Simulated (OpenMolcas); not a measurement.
Ta3+ (d2) among equal point charges was computed by CASSCF with the d shell active (OpenMolcas, ANO-RCC-VDZP on the metal). Its lowest spin-free states, and all those of the highest spin:

```json
{"2S+1": "3", "Degeneracy": "3", "E (cm-1)": "0.0"}
{"2S+1": "1", "Degeneracy": "3", "E (cm-1)": "9239"}
{"2S+1": "1", "Degeneracy": "2", "E (cm-1)": "9374"}
{"2S+1": "3", "Degeneracy": "3", "E (cm-1)": "15021"}
{"2S+1": "1", "Degeneracy": "1", "E (cm-1)": "19989"}
{"2S+1": "3", "Degeneracy": "3", "E (cm-1)": "23716"}
{"2S+1": "1", "Degeneracy": "3", "E (cm-1)": "25936"}
{"2S+1": "1", "Degeneracy": "3", "E (cm-1)": "28276"}
{"2S+1": "3", "Degeneracy": "1", "E (cm-1)": "31840"}
{"2S+1": "1", "Degeneracy": "2", "E (cm-1)": "43267"}
{"2S+1": "1", "Degeneracy": "1", "E (cm-1)": "57041"}
```

Question: Is the site octahedral, tetrahedral or cube-like, axial, or of lower symmetry?

Answer: The states with 2S+1 = 3 have orbital degeneracies 3, 3, 3, 1. Threefold states need a cubic site. For d2 at this spin an octahedron puts the threefold T1 below the threefold T2 and a tetrahedron or cube puts the single A2 below the threefold T2, so the site is octahedral. The run had Ta3+ among 6 point charges of -1.5 e arranged as an octahedron (Oh), 2.08 Å from the ion.

An orbital triplet at a regular site is open to Jahn-Teller coupling, which can distort the site and quench the lowest spin-orbit gaps and is left out. Without dynamic correlation the repulsion within the d shell is too large (B by tens of per cent), so at a given field states of lower spin stand too high. This field is weak: 10Dq is about 16879 cm-1, while octahedral complexes of 5d ions of charge 3 and more, computed by the same method with explicit ligands, had a median near 35000 cm-1. Ground spin and moment need not be those of a real site. Point charges carry no covalency, so the field is a model and not that of real ligands. No measured value stands beside these numbers.
